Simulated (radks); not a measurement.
Species: Hf62+. Configuration: [Ne]. Calculated with a radial shooting solver on a logarithmic mesh with Libxc functionals: Dirac Kohn-Sham, PBE, spin-unpolarised, spherical densities, finite nucleus; Fermi nuclear charge, rms radius 5.347 fm.

Normalised radial functions P(r) = r R(r) (large component), r in bohr:

r,1s1/2,2p1/2,2p3/2
0.001013,1.6608,0.0592,0.0105
0.001351,2.0718,0.0812,0.0182
0.001787,2.5485,0.1117,0.0307
0.002384,3.1201,0.1572,0.0524
0.003154,3.7468,0.2218,0.0875
0.004207,4.4392,0.3195,0.1469
0.005566,5.1104,0.4585,0.2402
0.007423,5.7157,0.6661,0.3920
0.009822,6.1090,0.9526,0.6182
0.0131,6.1745,1.3563,0.9602
0.01733,5.7917,1.8640,1.4209
0.02312,4.8996,2.4821,2.0244
0.03059,3.6548,3.0972,2.6823
0.04047,2.3000,3.5751,3.2771
0.05398,1.1297,3.7105,3.6029
0.07142,0.4186,3.3316,3.4272
0.09526,0.0999,2.4478,2.6847
0.126,0.0146,1.4057,1.6538
0.1681,0.0010,0.5606,0.7174
0.2224,0.0000,0.1460,0.2061

1s1/2: eigenvalue -70576 eV, 0 radial nodes, <r> = 0.0190 bohr, 90 % of the charge inside 0.0345 bohr. 2p1/2: eigenvalue -15783.9 eV, 0 radial nodes, <r> = 0.0649 bohr, 90 % of the charge inside 0.107 bohr. 2p3/2: eigenvalue -14546.3 eV, 0 radial nodes, <r> = 0.0723 bohr, 90 % of the charge inside 0.117 bohr.
